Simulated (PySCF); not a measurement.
**Carbon: a sound run and one with changed settings**

Sound run: C²⁺ [He] 2s2, C³⁺ [He] 2s1. All numbers are calculated (PySCF 2.14, no relativity, point nucleus, in pcseg-2 (4s3p2d1f, 30 functions)). The sound run starts from symmetry-adapted Hartree-Fock orbitals and uses a fine grid where one is needed.

Changed run: radial step 0.8 in ln r (0.13 in the sound run). This setting is unsound on purpose.

```tsv
species	method	sound run (hartree)	changed run (hartree)	converged
C²⁺	UHF	-36.40376	-36.40376	yes
C²⁺	B3LYP	-36.51190	-36.52757	yes
C²⁺	r2SCAN	-36.48209	-36.50317	yes
C³⁺	UHF	-34.71930	-34.71930	yes
C³⁺	B3LYP	-34.77386	-34.77947	yes
C³⁺	r2SCAN	-34.76672	-34.77027	yes
```

Ionisation energy of C²⁺:

```csv
method,sound run (eV),changed run (eV)
UHF,45.837,45.837
B3LYP,47.295,47.568
r2SCAN,46.678,47.155
```

A coarse radial grid mis-integrates the density and the exchange-correlation energy, with errors of either sign; Hartree-Fock needs no grid.

For comparison, NIST gives 47.888 eV between the lowest levels.
